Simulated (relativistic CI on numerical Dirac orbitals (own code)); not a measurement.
Zn4+: L2,3 absorption edge

Computed with this model: Dirac-Coulomb-Breit CI, orbitals from a KLI potential per configuration, a model potential for QED, multiplet model of core-to-valence dipole absorption, unscaled Slater integrals; configurations [Ar] 3d8 → [He] 2s2 2p5 3s2 3p6 3d9; 80 K; Lorentzian 0.6 eV and Gaussian 0.3 eV FWHM. Energies are those of the free ion, without screening or charge transfer. The branching ratio is the share of the lower-energy edge in the whole absorption, uncertain by about 0.02 where the edges overlap. S is read from ⟨S²⟩ = S(S + 1).

Field parameters in Wybourne normalisation: D3d B²₀ = −7Dσ, B⁴₀ = −14Dq − 21Dτ, B⁴₃ = −14√(10/7) Dq; Td as Oh with Dq negative (B⁴₀ = 21Dq, B⁴₄ = √(5/14) B⁴₀). The field is a parameter set, without covalency.

free ion: ground-state S = 1.00, centroid 1019.59 eV, branching ratio 0.937. Peaks (eV, height): 1016.8 (66), 1018.0 (100), 1021.1 (25), 1043.0 (12).

D3d, 10Dq = 38650, Dσ = -590, Dτ = -20 cm⁻¹: ground-state S = 1.00, centroid 1027.73 eV, branching ratio 0.730. Peaks (eV, height): 1020.6 (100), 1023.8 (20), 1044.2 (24), 1046.1 (23).

Td, 10Dq = -3800 cm⁻¹: ground-state S = 1.00, centroid 1019.78 eV, branching ratio 0.935. Peaks (eV, height): 1017.1 (89), 1018.2 (100), 1021.4 (24), 1043.3 (14).

Td, 10Dq = -14900 cm⁻¹: ground-state S = 1.00, centroid 1020.46 eV, branching ratio 0.927. Peaks (eV, height): 1017.8 (100), 1018.7 (49), 1021.9 (16), 1044.0 (12).

Td, 10Dq = -9750 cm⁻¹: ground-state S = 1.00, centroid 1020.13 eV, branching ratio 0.931. Peaks (eV, height): 1017.5 (100), 1018.5 (69), 1021.6 (18), 1022.8 (6), 1043.8 (12).

Td, 10Dq = -6800 cm⁻¹: ground-state S = 1.00, centroid 1019.95 eV, branching ratio 0.933. Peaks (eV, height): 1017.3 (100), 1018.3 (87), 1021.5 (21), 1043.6 (14).

The statistical ratio of this edge is 2/3 = 0.667. Values above it arise where the holes sit mainly in the j = l + 1/2 valence subshell or the ground state has high spin; values below it where core-valence Coulomb terms move weight to the upper edge, as in nearly empty shells.

Strongest unbroadened transitions for Td, 10Dq = -6800 cm⁻¹:

```json
{"Energy (eV)": "1017.30", "Relative strength": "100.0"}
{"Energy (eV)": "1018.35", "Relative strength": "84.7"}
{"Energy (eV)": "1020.38", "Relative strength": "0.0"}
{"Energy (eV)": "1021.51", "Relative strength": "20.6"}
{"Energy (eV)": "1022.36", "Relative strength": "4.9"}
{"Energy (eV)": "1043.57", "Relative strength": "14.8"}
{"Energy (eV)": "1044.91", "Relative strength": "0.2"}
```
